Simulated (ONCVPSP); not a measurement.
**Before and after: ONCV potential for antimony (Sb)**

- Element: antimony (Sb)
- Generator: ONCVPSP 4.0.1
- Type: optimised norm-conserving Vanderbilt (ONCV)
- Functional: LDA (Perdew-Zunger)
- Relativity: scalar-relativistic
- Frozen core: [Kr]
- Valence charge: 15
- Reference configuration: 4d10 5s2 (charge +3)
- Partial waves: 5s: rc 1.75 bohr, ncon 5, nbas 8, qcut 3.3 1/bohr, 2 projectors, debl 0.9 Ha; p scattering state at 0.35 Ha: rc 1.50 bohr, ncon 3, nbas 8, qcut 5.2 1/bohr, 2 projectors, debl 3.3 Ha; 4d: rc 0.90 bohr, ncon 3, nbas 6, qcut 10.4 1/bohr, 3 projectors, debl 2.5 Ha
- Local potential: polynomial inside 0.70 bohr (lpopt 4, dvloc0 0 Ha)
- Core correction: none

In the s channel the program set the typed energies aside and used -1.448, 0.250 Ha. In the p channel the program set the typed energies aside and used 0.050, 3.350 Ha.

All-electron outer shells of the reference configuration (LDA (Perdew-Zunger), scalar-relativistic, ld1.x):

```csv
shell,level (eV),outermost node (bohr),outermost maximum (bohr)
4p,-131.19,0.39,0.76
4d,-62.94,0.38,0.84
5s,-39.40,0.94,1.81
```

Change: s: nbas 10.

Cutoffs: the cutoffs (Ha) at which the residual kinetic energy of the hardest occupied pseudo-wave falls to 1 and 0.1 mHa per electron; they do not see the model core or the augmentation charge, which bear on the density cutoff. Errors are all-electron minus pseudo energies relative to the spin-unpolarised reference configuration.

Question: Predict the effect on cutoff, ghosts and configuration errors.

Answer: The potential gets neither clearly harder nor softer (49 Ha and 81 Ha → 49 Ha and 81 Ha); both files keep a bound ghost (d, p, s); the lowest positive-energy flag moves from s at 141.2 eV to s at 56.7 eV; the errors of the 4 common tests hardly move; the range in which the s phases agree narrows (upper end 4.5 → 2.0).

```tsv
quantity	base	changed
cutoff, loose	49 Ha	49 Ha
cutoff, tight	81 Ha	81 Ha
loose cutoff by channel	s 45 Ha, d 49 Ha	s 14 Ha, d 49 Ha
bound ghosts	s, p, d	s, p, d
GHOST(+) flags under 300 eV	s at 141.2 eV	s at 56.7 eV
error for 4d10 5s2 5p3, meV [ΔE -49.56 eV]	-266	-265
error for 4d10 5s2 5p2, meV [ΔE -41.04 eV]	-190	-190
error for 4d10 5s2 5p1, meV [ΔE -24.79 eV]	-96	-96
error for 4d9 5s2 5p4, meV [ΔE -18.55 eV]	-501	-493
s: phases at 1.78 bohr within 0.05 rad from the reference energy up to (Ha; the scan ends near 5)	4.5	2.0
p: phases at 1.52 bohr within 0.05 rad from the reference energy up to (Ha; the scan ends near 5)	to the end of the scan	to the end of the scan
d: phases at 0.91 bohr within 0.05 rad from the reference energy up to (Ha; the scan ends near 5)	to the end of the scan	to the end of the scan
```

 A true bound ghost makes a file unfit for plane-wave use even where its test errors are small: the radial tests pick states by their node count and pass the ghost by.
